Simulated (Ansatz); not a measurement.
`OB1OC1Cl` → B• + C• + Cl• + 2 H• + 2 O•  (atomization)

Isolated molecules relaxed with PBE0-D4/def2-TZVP in Ansatz; ΔE leaves out vibrations. CCSD(T)/CBS adds triple-zeta CCSD(T) − MP2 to the extrapolated MP2 energy (def2 sets, frozen cores). This one scheme is used for every species, atoms too. Functionals use def2-TZVPP. HSE06 is defined as in plane-wave codes. Open shells (•) are unrestricted, without spin–orbit coupling. Spin–orbit coupling would lower the free atoms: a little for B, C, Cl, O. One conformer a species, not always the lowest.

```json
{"level": "PBE-D4", "ΔE (kJ/mol)": "3022.7", "difference from CCSD(T)/CBS": "140.1"}
{"level": "B97M-V", "ΔE (kJ/mol)": "2911.0", "difference from CCSD(T)/CBS": "28.4"}
{"level": "BHLYP-D4", "ΔE (kJ/mol)": "2736.1", "difference from CCSD(T)/CBS": "-146.5"}
{"level": "CAM-B3LYP-D4", "ΔE (kJ/mol)": "2899.4", "difference from CCSD(T)/CBS": "16.8"}
{"level": "ωB97M-V", "ΔE (kJ/mol)": "2912.4", "difference from CCSD(T)/CBS": "29.8"}
{"level": "B2PLYP", "ΔE (kJ/mol)": "2862.3", "difference from CCSD(T)/CBS": "-20.3"}
{"level": "PBE-QIDH", "ΔE (kJ/mol)": "2882.7", "difference from CCSD(T)/CBS": "0.1"}
{"level": "revPBE", "ΔE (kJ/mol)": "2873.6", "difference from CCSD(T)/CBS": "-9.0"}
{"level": "r2SCAN", "ΔE (kJ/mol)": "2922.9", "difference from CCSD(T)/CBS": "40.3"}
{"level": "r2SCAN0", "ΔE (kJ/mol)": "2836.5", "difference from CCSD(T)/CBS": "-46.1"}
{"level": "HSE06", "ΔE (kJ/mol)": "2911.8", "difference from CCSD(T)/CBS": "29.2"}
{"level": "BHLYP", "ΔE (kJ/mol)": "2720.8", "difference from CCSD(T)/CBS": "-161.8"}
{"level": "CAM-B3LYP", "ΔE (kJ/mol)": "2888.5", "difference from CCSD(T)/CBS": "5.9"}
{"level": "HF/def2-SVP", "ΔE (kJ/mol)": "2010.7", "difference from CCSD(T)/CBS": "-871.9"}
{"level": "CCSD(T)/def2-TZVPP", "ΔE (kJ/mol)": "2794.8", "difference from CCSD(T)/CBS": "-87.8"}
{"level": "SCS-MP2/def2-QZVPP", "ΔE (kJ/mol)": "2917.1", "difference from CCSD(T)/CBS": "34.5"}
{"level": "CCSD(T)/CBS", "ΔE (kJ/mol)": "2882.6", "difference from CCSD(T)/CBS": "0"}
```

(1) What do rigid-rotor, harmonic-oscillator terms from PBE0-D4/def2-TZVP frequencies (298.15 K, 1 bar) make of the CCSD(T)/CBS value? (Estimate.)

Largest T1 diagnostic among the species: 0.014.

## Answers

(1) Ansatz gave: ΔZPE = -105.7 kJ/mol, ΔH = +2804.9 kJ/mol, ΔS = 729 J/(mol·K), ΔG = +2587.5 kJ/mol. Open shells count their whole term as degenerate.

In def2-TZVPP, CCSD(T) changes the Hartree–Fock value by +814.7 kJ/mol (the triples alone add +66.8 kJ/mol) and MP2 by +946.8 kJ/mol; breaking electron pairs costs correlation energy, which Hartree–Fock lacks. The D4 term adds +21.0 kJ/mol with B3LYP and +10.8 kJ/mol with PBE0; it sums over pairs of atoms, weighted by their polarisabilities, and B3LYP, whose exchange is more repulsive, gets the larger term.

B3LYP here is the variant with VWN-RPA as its local correlation; programs differ in this.

For atomizations the MP2-based limit and the directly extrapolated one differ by several kJ/mol either way, and by 10 to 25 for some Ge, Se and Sn compounds, so smaller differences from it don't rank the levels.
